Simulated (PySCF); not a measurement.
Point-charge models of `C=C[C@@H]1C[C@]12C[C@H]2Cl` against its computed dipole.

Coordinates (GFN2-xTB, Å) and charges (e) from the PBE0/pcSseg-1 density (PySCF):

```json
{"atom": "C1", "x": "2.735", "y": "-0.933", "z": "-0.192", "Mulliken": "-0.1434", "IAO": "-0.3297", "Hirshfeld": "-0.1106", "ESP-fitted": "-0.4905"}
{"atom": "C2", "x": "1.602", "y": "-0.373", "z": "0.198", "Mulliken": "-0.1214", "IAO": "-0.1284", "Hirshfeld": "-0.0393", "ESP-fitted": "-0.1203"}
{"atom": "C3", "x": "0.687", "y": "0.347", "z": "-0.700", "Mulliken": "-0.2204", "IAO": "-0.1268", "Hirshfeld": "-0.0345", "ESP-fitted": "+0.0059"}
{"atom": "C4", "x": "-0.094", "y": "1.542", "z": "-0.173", "Mulliken": "-0.0658", "IAO": "-0.2807", "Hirshfeld": "-0.0803", "ESP-fitted": "-0.3676"}
{"atom": "C5", "x": "-0.782", "y": "0.269", "z": "-0.454", "Mulliken": "-0.2101", "IAO": "-0.0148", "Hirshfeld": "-0.0124", "ESP-fitted": "+0.1647"}
{"atom": "C6", "x": "-1.735", "y": "-0.635", "z": "0.234", "Mulliken": "-0.0875", "IAO": "-0.2905", "Hirshfeld": "-0.0884", "ESP-fitted": "-0.3038"}
{"atom": "C7", "x": "-1.972", "y": "-0.190", "z": "-1.191", "Mulliken": "-0.1922", "IAO": "-0.1278", "Hirshfeld": "-0.0139", "ESP-fitted": "-0.1615"}
{"atom": "Cl8", "x": "-3.275", "y": "0.951", "z": "-1.516", "Mulliken": "-0.1070", "IAO": "-0.0907", "Hirshfeld": "-0.0692", "ESP-fitted": "-0.1289"}
{"atom": "H9", "x": "3.379", "y": "-1.452", "z": "0.495", "Mulliken": "+0.1146", "IAO": "+0.1528", "Hirshfeld": "+0.0456", "ESP-fitted": "+0.1970"}
{"atom": "H10", "x": "3.063", "y": "-0.891", "z": "-1.217", "Mulliken": "+0.1099", "IAO": "+0.1444", "Hirshfeld": "+0.0435", "ESP-fitted": "+0.1946"}
{"atom": "H11", "x": "1.289", "y": "-0.427", "z": "1.233", "Mulliken": "+0.0946", "IAO": "+0.1430", "Hirshfeld": "+0.0467", "ESP-fitted": "+0.1458"}
{"atom": "H12", "x": "1.010", "y": "0.391", "z": "-1.734", "Mulliken": "+0.1162", "IAO": "+0.1491", "Hirshfeld": "+0.0512", "ESP-fitted": "+0.1060"}
{"atom": "H13", "x": "0.053", "y": "1.828", "z": "0.858", "Mulliken": "+0.1301", "IAO": "+0.1530", "Hirshfeld": "+0.0518", "ESP-fitted": "+0.1555"}
{"atom": "H14", "x": "-0.257", "y": "2.375", "z": "-0.841", "Mulliken": "+0.1397", "IAO": "+0.1609", "Hirshfeld": "+0.0516", "ESP-fitted": "+0.1449"}
{"atom": "H15", "x": "-2.370", "y": "-0.219", "z": "1.003", "Mulliken": "+0.1422", "IAO": "+0.1622", "Hirshfeld": "+0.0503", "ESP-fitted": "+0.1544"}
{"atom": "H16", "x": "-1.460", "y": "-1.667", "z": "0.398", "Mulliken": "+0.1384", "IAO": "+0.1564", "Hirshfeld": "+0.0529", "ESP-fitted": "+0.1380"}
{"atom": "H17", "x": "-1.879", "y": "-0.904", "z": "-1.998", "Mulliken": "+0.1621", "IAO": "+0.1677", "Hirshfeld": "+0.0545", "ESP-fitted": "+0.1659"}
```

Form Σ q r in debye for every column and set it beside the full dipole.

The full density gives (1.36, -0.83, 0.58) D, 1.69 D in size; dipole vectors point from the negative to the positive end.

```json
{"scheme": "Mulliken", "μx": "1.94", "μy": "-0.78", "μz": "1.64", "size (D)": "2.66", "share of the full size (%)": "157", "angle to the full dipole (°)": "20"}
{"scheme": "IAO", "μx": "1.10", "μy": "-0.68", "μz": "0.52", "size (D)": "1.40", "share of the full size (%)": "82", "angle to the full dipole (°)": "2"}
{"scheme": "Hirshfeld", "μx": "0.60", "μy": "-0.31", "μz": "0.29", "size (D)": "0.74", "share of the full size (%)": "44", "angle to the full dipole (°)": "5"}
{"scheme": "ESP-fitted", "μx": "1.40", "μy": "-0.88", "μz": "0.57", "size (D)": "1.75", "share of the full size (%)": "103", "angle to the full dipole (°)": "1"}
```

Which set comes closest?

Length of the difference vector: ESP-fitted 0.07 D, IAO 0.30 D, Hirshfeld 0.96 D, Mulliken 1.21 D. Closest: ESP-fitted. ESP charges are fitted to the potential around the molecule, whose slowest-falling term is the dipole's. The schemes that divide the density aren't constrained to reproduce the dipole.

What is left for the Hirshfeld atoms' own dipoles?

The shares of the density sum to the whole, so what Σ q r misses lies in dipoles about the nuclei. The atomic dipoles sum to (1.36, -0.83, 0.58) − (0.60, -0.31, 0.29) = (0.76, -0.52, 0.29) D, 0.96 D in size.

With the origin at the mean of the coordinates, (0.000, 0.001, -0.329) Å, which are the largest single terms, by size, of the Mulliken dipole along the direction of the full one?

H9 +2.04, C1 -1.86, Cl8 +1.80, C7 +1.64, H10 +1.37 D; all 17 atoms together +2.50 D. The single terms depend on the origin, their sum doesn't.

Give the size of the full dipole in other units.

1.69 D = 0.666 au = 0.352 e·Å = 5.65 × 10⁻³⁰ C·m.

Isolated species at its GFN2-xTB geometry (one conformer only).

The values belong to the conformer `[CH2:1]=[CH:2][C@@H:3]1[CH2:4][C@:5]12[CH2:6][C@H:7]2[Cl:8]`: C1–C2–C3–C4 -146°.
